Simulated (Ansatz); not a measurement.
One change: `C[S][Zn][CH](C)C` becomes `C[CH](C)[Zn][F]`.

Ansatz, PBE0-D4/def2-TZVP geometries, multiplicity 1. Each molecule was computed in one conformer, which needn't be the lowest.

Scalar relativity is left out up to krypton.

```
                                        property  `C[S][Zn][CH](C)C`
size of the dipole moment (B3LYP/def2-TZVPP) / D                1.70
           HOMO energy (ωB97M-V/def2-TZVPP) / eV               -8.66
         HOMO–LUMO gap (ωB97M-V/def2-TZVPP) / eV                9.47
               HOMO energy (PBE/def2-TZVPP) / eV               -5.30
             LUMO energy (B3LYP/def2-TZVPP) / eV               -0.86
             HOMO–LUMO gap (PBE/def2-TZVPP) / eV                3.93
```

(1) Give the same properties after the change, and the shifts. (Best estimate.)

Answers

(1) Ansatz gave: 
```
                                        property  `C[CH](C)[Zn][F]`  shift
size of the dipole moment (B3LYP/def2-TZVPP) / D               3.12   1.42
           HOMO energy (ωB97M-V/def2-TZVPP) / eV              -9.85  -1.19
         HOMO–LUMO gap (ωB97M-V/def2-TZVPP) / eV              10.88   1.41
               HOMO energy (PBE/def2-TZVPP) / eV              -6.59  -1.29
             LUMO energy (B3LYP/def2-TZVPP) / eV              -0.84   0.02
             HOMO–LUMO gap (PBE/def2-TZVPP) / eV               5.22   1.29
```

With PBE0 the HOMO falls by 1.19 eV and the LUMO rises by 0.10 eV, so the gap widens by about 1.29 eV. PBE moves the HOMO by -1.29 eV and ωB97M-V by -1.19 eV. Dipoles are sizes alone; their direction can turn.

B3LYP here is the variant with VWN-RPA as its local correlation; programs differ in this.
